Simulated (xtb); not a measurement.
C6H13O, doublet, from a rough starting geometry; GFN2-xTB (xtb).

The xtb input:
```
$ xtb mol.xyz --gfn 2 --uhf 1 --opt vtight --json

# file mol.xyz
20

C     -1.51020141    -1.19072931    -1.14585121
C     -1.29079227    -0.69687188     0.29890997
C     -2.02213877     0.70732138     0.49460040
C      0.16454976    -0.54842129     0.61046912
C      1.03527255     0.39449386    -0.23916569
C      2.56528770     0.08828213    -0.09307264
O      0.75643096     1.73664969     0.03871009
H     -0.97997094    -0.74199141    -1.95143938
H     -2.36321005    -1.80724252    -1.31845109
H     -1.72394785    -1.41727910     0.95009509
H     -3.05729627     0.57773837     0.21438174
H     -1.98592583     0.89145538     1.54558476
H     -1.57821358     1.38023997    -0.07757084
H      0.27007014    -0.20362407     1.64989435
H      0.61773739    -1.53539570     0.60312098
H      0.81610486     0.24641347    -1.30109514
H      3.17612250     0.80937314    -0.56357633
H      2.78489480    -0.93869942    -0.26924533
H      2.79734399     0.25743759     1.02784378
H      1.40890112     2.28749491    -0.28840823
```

It wrote (shortened):

```
   ID    Z sym.   atoms
    1    6 C      1-6
    2    8 O      7
    3    1 H      8-20

           -------------------------------------------------
          |                Calculation Setup                |
           -------------------------------------------------

           -------------------------------------------------
          |                 G F N 2 - x T B                 |
           -------------------------------------------------

          ...................................................
          :                      SETUP                      :
          :.................................................:
          :  # basis functions                  41          :
          :  # atomic orbitals                  41          :
          :  # shells                           27          :
          :  # electrons                        43          :
          :  max. iterations                   250          :
          :  Hamiltonian                  GFN2-xTB          :
          :  restarted?                      false          :
          :  GBSA solvation                  false          :
          :  PC potential                    false          :
          :  electronic temp.          300.0000000     K    :
          :  accuracy                    1.0000000          :
          :  -> integral cutoff          0.2500000E+02      :
          :  -> integral neglect         0.1000000E-07      :
          :  -> SCF convergence          0.1000000E-05 Eh   :
          :  -> wf. convergence          0.1000000E-03 e    :
          :  Broyden damping             0.4000000          :
          :  net charge                          0          :
          :  unpaired electrons                  1          :
          ...................................................

 iter      E             dE          RMSdq      gap      omega  full diag
   1    -23.7222824 -0.237223E+02  0.321E+00    9.50       0.0  T
   2    -23.7575617 -0.352793E-01  0.183E+00    9.22       1.0  T
   3    -23.7584921 -0.930461E-03  0.697E-01    9.44       1.0  T
   4    -23.7590373 -0.545184E-03  0.157E-01    9.26       1.0  T
   5    -23.7591741 -0.136797E-03  0.628E-02    9.26       1.0  T
   6    -23.7591755 -0.139446E-05  0.193E-02    9.27       1.2  T
   7    -23.7591758 -0.272621E-06  0.376E-03    9.27       5.9  T
   8    -23.7591758 -0.167515E-07  0.162E-03    9.27      13.8  T
   9    -23.7591758 -0.404155E-08  0.382E-04    9.27      58.5  T
[...]
 * total energy  :   -23.4540019 Eh     change       -0.2354627E-04 Eh
 * total energy  :   -23.4540193 Eh     change       -0.1741203E-04 Eh
 * total energy  :   -23.4540371 Eh     change       -0.1775915E-04 Eh
 * total energy  :   -23.4540462 Eh     change       -0.9122040E-05 Eh
 * total energy  :   -23.4540636 Eh     change       -0.1732920E-04 Eh
 * total energy  :   -23.4540688 Eh     change       -0.5232252E-05 Eh
 * total energy  :   -23.4540710 Eh     change       -0.2248612E-05 Eh
 * total energy  :   -23.4540732 Eh     change       -0.2209468E-05 Eh
 * total energy  :   -23.4540746 Eh     change       -0.1336228E-05 Eh
 * total energy  :   -23.4540752 Eh     change       -0.6251416E-06 Eh
 * total energy  :   -23.4540753 Eh     change       -0.1148135E-06 Eh
 * total energy  :   -23.4540754 Eh     change       -0.2983667E-07 Eh
   *** GEOMETRY OPTIMIZATION CONVERGED AFTER 54 ITERATIONS ***
         :: total energy             -23.454075350162 Eh    ::
[...]
     #   Z sym  total        # sym  WBO       # sym  WBO       # sym  WBO
 ---------------------------------------------------------------------------
     1   6 C    3.203 --     2 C    1.094     9 H    0.985     8 H    0.984
     2   6 C    3.996 --     1 C    1.094     3 C    1.006     4 C    0.964
                            10 H    0.917
     3   6 C    3.995 --     2 C    1.006    12 H    0.987    11 H    0.987
                            13 H    0.984
     4   6 C    3.994 --     5 C    0.992    15 H    0.976    14 H    0.974
                             2 C    0.964
     5   6 C    3.955 --     6 C    1.001     4 C    0.992     7 O    0.985
                            16 H    0.954
     6   6 C    3.996 --     5 C    1.001    18 H    0.986    19 H    0.986
                            17 H    0.985
     7   8 O    1.962 --     5 C    0.985    20 H    0.903
     8   1 H    0.999 --     1 C    0.984
     9   1 H    0.999 --     1 C    0.985
    10   1 H    0.995 --     2 C    0.917
    11   1 H    0.999 --     3 C    0.987
    12   1 H    0.999 --     3 C    0.987
    13   1 H    0.997 --     3 C    0.984
    14   1 H    0.997 --     4 C    0.974
    15   1 H    0.999 --     4 C    0.976
    16   1 H    1.000 --     5 C    0.954
    17   1 H    0.999 --     6 C    0.985
    18   1 H    0.999 --     6 C    0.986
    19   1 H    0.998 --     6 C    0.986
    20   1 H    0.921 --     7 O    0.903
 ---------------------------------------------------------------------------

Topologies differ in total number of bonds
Writing topology from bond orders to xtbtopo.mol

molecular dipole:
                 x           y           z       tot (Debye)
 q only:        0.345      -0.085      -0.114
   full:        0.534      -0.095      -0.278       1.550
molecular quadrupole (traceless):
                xx          xy          yy          xz          yz          zz
 q only:        1.472       1.074      -0.287      -1.439      -2.531      -1.185
  q+dip:        1.330       1.931      -0.942      -1.511      -3.694      -0.387
   full:        1.640       2.123      -0.504      -1.874      -3.653      -1.136

optimized geometry written to: xtbopt.xyz

           -------------------------------------------------
          | TOTAL ENERGY              -23.454075350162 Eh   |
          | GRADIENT NORM               0.000038788973 Eh/α |
          | HOMO-LUMO GAP               9.518980543204 eV   |
           -------------------------------------------------
```
